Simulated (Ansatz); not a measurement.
Geometry optimisation, RKS PBE-D4/def2-SVP (Ansatz 0.2.0).

The input (input.yaml):

```yaml
crystal:
  periodic: [false, false, false]
  atoms:
    - { symbol: Ta, position_ang: [0.0, 0.0, 0.0] }
    - { symbol: Cl, position_ang: [2.47, 0.0, 0.0] }
    - { symbol: F, position_ang: [0.0, 0.0, 1.93] }
    - { symbol: F, position_ang: [0.0, 0.0, -1.93] }
    - { symbol: F, position_ang: [-0.965, 1.6714, 0.0] }
    - { symbol: Cl, position_ang: [-1.235, -2.139, 0.0] }
basis:
  gaussian: { orbitals: def2-SVP }
hamiltonian:
  xc: pbe
  dispersion: d4
relax:
  f_tol: 0.02
  max_steps: 40
output:
  orbitals: {}
```

Command:

```bash
$ ansatz run input.yaml --threads 2 --pin off --max-ram 3072MiB --backend cpu --events-out ev --progress --plain --runs-dir out
```

Problem. Where does it end, and by what steps?

Solution. The run converged. After 5 steps the energy has fallen by 0.550 eV; Cl6 moved furthest, 0.19 Å.

| step | energy less start (eV) | largest force component (eV/Å) | accepted |
| --- | --- | --- | --- |
| 0 | 0.0000 | 2.257 | yes |
| 1 | -0.4908 | 0.968 | yes |
| 2 | -0.5445 | 0.076 | yes |
| 3 | -0.5477 | 0.106 | yes |
| 4 | -0.5497 | 0.076 | yes |
| 5 | -0.5499 | 0.014 | yes |

```xyz
6
Properties=species:S:1:pos:R:3
Ta 0.016 -0.028 0.000
Cl 2.311 -0.103 0.000
F -0.035 0.061 1.895
F -0.035 0.061 -1.895
F -0.920 1.593 0.000
Cl -1.066 -2.052 0.000
```

Whether the end is a true minimum wasn't checked by a vibrational analysis.

The run took 18 s on 2 threads of Arm Neoverse V1, with other jobs on the host, peak memory 0.16 GiB.
